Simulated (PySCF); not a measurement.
SnH4, SMILES [SnH4].

The structure is a stationary point at B3LYP-D3(BJ)/def2-TZVPD. The isomer is the one that the SMILES or the coordinates give; other isomers of the formula were not compared. The def2 effective core potentials stand for the cores of Sn; spin–orbit coupling is left out.

These are HF/def2-TZVPD (PySCF) values and carry that method's errors.

Symmetry labels are those of the subgroup D2 that the program uses (full group Td).

Computed valence orbital energies around the gap with their symmetry:
```tsv
orbital	symmetry	energy (eV)
HOMO−7	B2	-35.86
HOMO−6	B3	-35.86
HOMO−5	A	-35.68
HOMO−4	A	-35.68
HOMO−3	A	-18.48
HOMO−2	B1	-12.17
HOMO−1	B2	-12.17
HOMO	B3	-12.17
LUMO	A	1.62
LUMO+1	B1	2.52
LUMO+2	B2	2.52
LUMO+3	B3	2.52
```
